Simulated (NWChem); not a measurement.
**Ionisation of Sn (-1)**

SMILES: [Sn-]
```xyz
1

Sn     0.0000     0.0000     0.0000
```
Charge -1, spin multiplicity 4.

Everything below was run with NWChem.

Basis set: def2-TZVPD. −ε marks an orbital energy of the parent.

Effective core potentials replace the inner electrons of Sn; spin-orbit coupling is left out. B3LYP has NWChem's definition, with VWN1-RPA local correlation. No SCF solution was tested for a lower state.

For the first vertical ionisation energy, −ε(alpha HOMO) of BLYP gives -1.60 eV and −ε(alpha HOMO) of PBE gives -1.32 eV. What do −ε(alpha HOMO) of B3LYP, −ε(alpha HOMO) of TPSS, G0W0@PBE give?

−ε(alpha HOMO) of B3LYP: -0.82 eV; −ε(alpha HOMO) of TPSS: -1.26 eV; G0W0@PBE: 0.93 eV.
